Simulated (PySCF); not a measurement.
**MCd for M along group 15**

PBE0 with double-zeta basis sets in PySCF, for the lowest determinant that a PBE0 search found; no spin–orbit coupling. De refers to high-spin ground-configuration atoms. A positive dipole means M(−)Cd(+).

| M | basis | state (unpaired electrons) | Re (Å) | ωe (cm⁻¹) | De (eV) | μ (D) |
| --- | --- | --- | --- | --- | --- | --- |
| N | def2-SVP | quartet (σ ↑, π ↑↑) | 2.430 | 166 | 0.13 | 0.81 |
| P | def2-SVP | quartet (σ ↑, π ↑↑) | 2.694 | 162 | 0.30 | 0.83 |
| Sb | def2-SVP | quartet (σ ↑, π ↑↑) | 3.024 | 85.0 | 0.22 | 0.47 |
| Bi | def2-SVP | quartet (σ ↑, π ↑↑) | 3.130 | 68.9 | 0.20 | 0.17 |

The shortest bond is that of CdN (2.430 Å), the longest that of CdBi (3.130 Å).

Down a group the atoms grow and get heavier, so bonds lengthen and wavenumbers fall; this series shows no clear exception.

Weak bonds: CdBi, CdN, CdP, CdSb. Basis-set superposition, not corrected here, can be much of De in a small basis, most of all at correlated wavefunction levels. Functionals without a dispersion term scatter widely for such bonds, and LDA overbinds them. Spin–orbit coupling is left out, which matters for elements this heavy, above all for dissociation energies. States were picked by a PBE0 search and need not be the measured ground states.
